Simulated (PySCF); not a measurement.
## MOH₂ across group 14

Level: PBE0, basis family def2-TZVP, no relativity.

Each entry is the lowest minimum that a search over a few typed start shapes (and spin states, where more than one is plausible) found, or that minimum re-optimised at the stated level; isomers with ligand–ligand bonds, or fragments after loss of a ligand pair, can lie lower. Open shells are unrestricted; no spin–orbit coupling; PySCF with density fitting.

| molecule | 2S+1 | point group | mean bond to the central atom (Å) | atomisation (kJ/mol) | lowest ω (cm⁻¹) | distinct angles (°) | dipole (D) |
| --- | --- | --- | --- | --- | --- | --- | --- |
| H₂CO | ? | ? | ? | ? | ? | ? | ? |
| H₂SiO | 1 | C2v | 1.496 | 1227 | 686 | 112/124 | 3.69 |
| H₂GeO | 1 | C2v | 1.572 | 1027 | 581 | 113/123 | 3.92 |

Problem. Fill in the row of H₂CO.

Solution. 2S+1: 1; point group: C2v; mean bond to the central atom (Å): 1.138; atomisation (kJ/mol): 1556; lowest ω (cm⁻¹): 1207; distinct angles (°): 116/122; dipole (D): 2.31.

Left out of the table are members whose search was unfinished or whose lowest solution was spin-contaminated, unstable, very soft or bonded differently.
